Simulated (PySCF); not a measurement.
CdSe, SMILES [Se]=[Cd].

Geometry: B3LYP-D3(BJ)/def2-TZVP. The def2 effective core potentials stand for the cores of Cd; spin–orbit coupling is left out.

These are B3LYP-D3(BJ)/def2-TZVP in PySCF values and carry that method's errors.

Frequencies are harmonic and unscaled.

```csv
mode,ν (cm⁻¹),IR (km/mol),Raman (Å⁴/amu),depolarisation,moving atoms (share of kinetic energy)
1,245,1.1,16.6,0.10,"Se 59 %, Cd 41 %"
```
